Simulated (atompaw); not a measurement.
# Ranking PAW (atompaw) potentials for Cu

All share these settings but for the change named:

atompaw 4.2.0.5 input, output lines left out:

```
Cu 29
LDA-PW scalarrelativistic loggrid 1500 logderivrange -3 5 201
4 4 3 0 0 0
4 0 0
4 1 0
0 0 0
c
c
c
v
c
c
v
v
3
2.40 1.85 2.30 1.35
y
0.45
n
y
0.05
n
y
-0.6
n
y
-0.1
y
2.3
n
custom polynom vanderbiltortho besselshape
bessel
2.20
2.40
2.40
2.40
1.40
1.40
2.40
2.40
```

Cutoff: the first of the cutoffs (Ry, on a coarse ladder) from which the occupation-weighted sum of valence levels, in a spherical-Bessel basis at the reference potential, stays within 10 and 1 mRy of its value at 400 Ry; the density cutoff is not measured.

The base gives 80 Ry.

Of 12 variants that were run, those that failed, showed a ghost or another fault, or gave nearly equal values are left out.

A variant can come out equal or close to the base.

Question: Rank these variants from softest to hardest (loose cutoff).
A. augmentation besselshape compensation charge, radius 1.85 bohr; PAW radius 2.40 bohr; waves and projectors: custom polynom2 7 10 vanderbiltortho
B. all radii scaled by about 1.06 (s 2.34, p 2.54, d 1.48, f 2.54 bohr); local potential bessel scheme, radius 2.44 bohr; augmentation besselshape compensation charge, radius 1.96 bohr; PAW radius 2.54 bohr; waves and projectors: custom polynom vanderbiltortho; core correction smooth core density matched at 1.42 bohr
C. wave 3d channel at -0.6 Ry: rc 1.40 bohr becomes 3d channel at -0.6 Ry: rc 1.74 bohr

Answer: B (70 Ry), C (80 Ry), A (300 Ry).
